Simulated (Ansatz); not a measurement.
Consider the formal exchange of groups at the Sn–B bond: `[BH2][SnH2][BH]F` + SiH₄ → `F[BH][SnH2][SiH3]` + BH₃.

Computed with Ansatz on PBE0-D4/def2-TZVP structures; ΔE is electronic, products minus reactants. CCSD(T)/CBS is the MP2 limit (def2-TZVPP, def2-QZVPP) plus CCSD(T) − MP2 in def2-TZVPP, frozen cores. This one scheme is used for every species. Functionals use def2-TZVPP. B3LYP here is the variant with VWN-RPA as its local correlation; programs differ in this. HSE06 is defined as in plane-wave codes. def2 core potentials past Kr. For Sn outer-core shells are correlated without core-valence functions, which leaves a few kJ/mol of doubt a bond. Each species was taken in one conformer, which may not be the lowest.

```tsv
level	ΔE (kJ/mol)	difference from CCSD(T)/CBS
PBE-D4	-32.8	0.8
BLYP-D4	-32.1	1.5
r2SCAN-D4	-32.9	0.7
r2SCANh-D4	-34.1	-0.5
B2PLYP	-32.8	0.8
PBE-QIDH	-35.2	-1.6
PBE	-31.1	2.5
B3LYP	-32.0	1.6
r2SCAN0	-34.9	-1.3
HSE06	-34.4	-0.8
BHLYP	-33.7	-0.1
CAM-B3LYP	-31.5	2.1
RPA@PBE/def2-TZVPP	-29.3	4.3
MP2/def2-QZVPP	-35.4	-1.8
SCS-MP2/def2-QZVPP	-33.7	-0.1
MP2/CBS(def2)	-36.8	-3.2
CCSD(T)/CBS	-33.6	0
```

Largest T1 diagnostic among the species: 0.015.

From PBE to PBE0 (25 % exact exchange), in def2-TZVPP and without D4, ΔE moves by −3.3 kJ/mol. At CCSD(T), def2-SVP lies +3.2 kJ/mol from the extrapolated value and def2-TZVPP +3.1 kJ/mol.
